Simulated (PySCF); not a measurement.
Structure and vertical S1–T1 gap

Level of theory: TDA CAM-B3LYP/def2-TZVPD excited states, vertical, gas phase (PySCF). Geometry: PBE0-D3(BJ)/def2-TZVP.

Each molecule in one low-energy conformer.

Scalar relativity is left out, which matters for the atoms heavier than Zn.

Question: How does the vertical S1–T1 gap change along this series?
- FCCCl (H on C replaced by CH2F)
- ClCC(Cl)Cl (H on C replaced by CHCl2)
- N#CCCCl (H on C replaced by CH2CN)
- ClCBr (H on C replaced by Br)
- FCCl (H on C replaced by F)
- C=C(C)CCl (H on C replaced by isopropenyl)
- CC#CCCl (H on C replaced by propynyl)

Answer: 
```csv
molecule,S1 (eV),S1 from,f(S1),T1 (eV),T1 from,S1 − T1 (eV),S0–T1 spin-orbit coupling (cm⁻¹),S1–T1 spin-orbit coupling (cm⁻¹)
FCCCl,7.37,HOMO→LUMO,0.002,6.59,HOMO→LUMO,0.79,220.01,1.09
ClCC(Cl)Cl,7.05,HOMO→LUMO,0.007,6.25,HOMO→LUMO / HOMO−2→LUMO,0.80,314.60,117.55
N#CCCCl,7.29,HOMO→LUMO / HOMO→LUMO+1,0.000,6.35,HOMO−2→LUMO+5 / HOMO−3→LUMO+4,0.94,56.03,70.99
ClCBr,5.99,HOMO→LUMO,0.000,5.32,HOMO→LUMO,0.68,927.50,9.31
FCCl,7.42,HOMO→LUMO / HOMO→LUMO+1,0.001,6.65,HOMO→LUMO / HOMO→LUMO+1,0.77,210.57,1.40
C=C(C)CCl,6.82,HOMO→LUMO+1,0.019,4.27,HOMO→LUMO,2.55,7.75,6.98
CC#CCCl,5.90,HOMO→LUMO+1,0.000,5.14,HOMO−1→LUMO+1,0.75,43.63,23.23
```
The vertical S1–T1 gap is lowest for ClCBr and highest for C=C(C)CCl.
